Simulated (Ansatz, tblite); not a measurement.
Cost and result up the ladder for [AgCl4]- (AgCl₄⁻) (5 atoms). Charge -1, multiplicity 1. Geometry: r2SCAN-D4/def2-SVPD.

```xyz
5

Ag    0.000    0.000    0.000
Cl    0.756   -1.996   -0.962
Cl   -2.159   -0.437   -0.793
Cl   -0.757    1.996    0.961
Cl    2.159    0.437    0.794
```

Ansatz on 4 threads of Arm Neoverse V1 on a shared host; xTB runs through tblite on one thread. Times are rough, summed over both states, and most runs start from the orbitals of an earlier one. PBE0-D4/def2-TZVPD serves as the yardstick here, not as an exact answer. The other state is a triplet at its own geometry.

In the def2 sets Ag takes a core potential; there is no spin–orbit coupling. The xTB rows come from tblite. LC-ωPBE has ω = 0.4 bohr⁻¹. B3LYP takes the VWN-RPA correlation.

Run but left out: HF/STO-3G, B2PLYP/def2-TZVPD (singlet: restricted singlet, unstable in another Hartree–Fock run and untested here).

xTB has no spin-polarisation term.

```
                           level  functions  wall time  triplet − singlet (eV)  difference from PBE0-D4/def2-TZVPD (eV)
                        GFN1-xTB         45    0.012 s                    2.20                                     1.07
                        GFN2-xTB         45    0.016 s                    1.17                                     0.04
          LDA (SPW92)/def2-TZVPD        224      4.6 s                    1.17                                     0.04
               PBE-D4/def2-TZVPD        224      8.9 s                    0.93                                    -0.20
              BLYP-D4/def2-TZVPD        224       10 s                    0.79                                    -0.34
             B3LYP-D4/def2-TZVPD        224       22 s                    0.98                                    -0.15
            r2SCAN-D4/def2-TZVPD        224       25 s                    0.99                                    -0.14
PBE0-D4/def2-TZVPD (with forces)        224       25 s                    1.13                                     0.00
              LC-ωPBE/def2-TZVPD        224       29 s                    1.48                                     0.36
```
